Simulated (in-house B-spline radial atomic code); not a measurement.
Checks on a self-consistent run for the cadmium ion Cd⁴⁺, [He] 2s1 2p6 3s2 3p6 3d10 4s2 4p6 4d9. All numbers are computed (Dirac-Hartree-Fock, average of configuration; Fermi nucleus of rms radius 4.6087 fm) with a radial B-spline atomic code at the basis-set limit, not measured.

| orbital | q | ε (Eh) | <1/r> | <r²> | small-component weight |
| --- | --- | --- | --- | --- | --- |
| 1s1/2 | 2 | -994.91809 | 50.6438 | 0.0012493 | 0.030981 |
| 2s1/2 | 1 | -155.64655 | 11.7493 | 0.02032 | 0.0065719 |
| 2p1/2 | 2 | -144.58384 | 11.7302 | 0.0150124 | 0.0065886 |
| 2p3/2 | 4 | -137.36607 | 10.996 | 0.0162984 | 0.0063185 |
| 3s1/2 | 2 | -32.44126 | 4.22395 | 0.141277 | 0.0019638 |
| 3p1/2 | 2 | -28.23602 | 4.10096 | 0.135814 | 0.0018727 |
| 3p3/2 | 4 | -26.87121 | 3.92359 | 0.143933 | 0.001802 |
| 3d3/2 | 4 | -19.37770 | 3.77385 | 0.123196 | 0.0016906 |
| 3d5/2 | 6 | -19.09199 | 3.72652 | 0.125648 | 0.0016685 |
| 4s1/2 | 2 | -6.91744 | 1.60891 | 0.833743 | 0.00049189 |
| 4p1/2 | 2 | -5.42205 | 1.4991 | 0.934616 | 0.00043698 |
| 4p3/2 | 4 | -5.17672 | 1.44717 | 0.987138 | 0.00041828 |
| 4d3/2 | 3.6 | -2.76655 | 1.2007 | 1.40201 | 0.00030357 |
| 4d5/2 | 5.4 | -2.73029 | 1.1857 | 1.43279 | 0.00029763 |

Electron-electron repulsion V_ee = 1966.1172 hartree.

**Question.** What total energy follows from the eigenvalues?

**Answer.** The eigenvalues count the repulsion twice, so E = Σqε - V_ee = -3475.106 - 1966.117 = -5441.223 hartree; the run printed -5441.223.

**Question.** Does the Dirac virial theorem hold?

**Answer.** For a point nucleus E = -2c²Σq·w, with w the small-component weight. Here Σq·w = 0.14487 and c = 137.0360, so the ratio E/(-2c²Σq·w) is 1.000041; the finite nucleus accounts for the departure from 1.

**Question.** What diamagnetic shielding (Lamb formula) and susceptibility (Langevin formula) do the radii give?

**Answer.** σ = (α²/3)Σq<1/r> = 273.01/(3·137.036²) = 4846.1 ppm, and χ = -0.79199×10⁻⁶·Σq<r²> = -18.03×10⁻⁶ cm³/mol with Σq<r²> = 22.764 bohr². Both are non-relativistic formulas without the paramagnetism of open shells.
